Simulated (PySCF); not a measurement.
Isomers of C6H9P. Level of theory: TDDFT CAM-B3LYP/def2-SVPD, vertical, gas phase, core orbitals frozen in the response (PySCF 2.14.0, density-fitted response routines). Geometries: PBE0-D3(BJ)/def2-SVP; one conformer of each isolated species. Triplets are in the Tamm–Dancoff approximation.

A. `C1CC1PC#CC`
B. `C=CP(C)C#CC`
C. `[pH]1cc(cc1C)C`

Lowest singlet levels (six at most, fewer where fewer were computed) with oscillator strengths:

1. 233 nm (f 0.015); 207 nm (f 0.030); 196 nm (f 0.005); 192 nm (f 0.014); 181 nm (f 0.106); 176 nm (f 0.127); T1 4.74 eV
2. 266 nm (f 0.059); 238 nm (f 0.111); 205 nm (f 0.006); 202 nm (f 0.003); 188 nm (f 0.058); 185 nm (f 0.011); T1 3.00 eV
3. 239 nm (f 0.015); 223 nm (f 0.125); 212 nm (f 0.087); 198 nm (f 0.009); 194 nm (f 0.021); 188 nm (f 0.049); T1 4.02 eV

Question: Match each spectrum to its molecule.

Answer: 1 = A, 2 = C, 3 = B.
- A: S1 at 5.31 eV, HOMO→LUMO (57%), HOMO→LUMO+1 (18%), HOMO→LUMO+2 (11%); Löwdin shares by element: HOMO carbon 47% or more, phosphorus 38%; LUMO carbon 27% or more, phosphorus 20%, hydrogen 10% or more (atoms not listed hold the other 43%); HOMO -7.79 and LUMO 1.18 eV.
- B: S1 at 5.19 eV, HOMO→LUMO+1 (54%), HOMO→LUMO+3 (18%); Löwdin shares by element: HOMO phosphorus 42%, carbon 35% or more (atoms not listed hold the other 23%); LUMO carbon 56% or more, phosphorus 12%, hydrogen 6% or more (atoms not listed hold the other 26%); HOMO -7.47 and LUMO 0.93 eV.
- C: S1 at 4.67 eV, HOMO→LUMO (96%); Löwdin shares by element: HOMO carbon 77% or more (atoms not listed hold the other 23%); LUMO carbon 48% or more, phosphorus 14% (atoms not listed hold the other 38%); HOMO -7.58 and LUMO 0.16 eV.
A and B have S1 within 0.13 eV of each other; their strongest listed levels stand at 7.06 eV (f 0.127) and 5.57 eV (f 0.125).
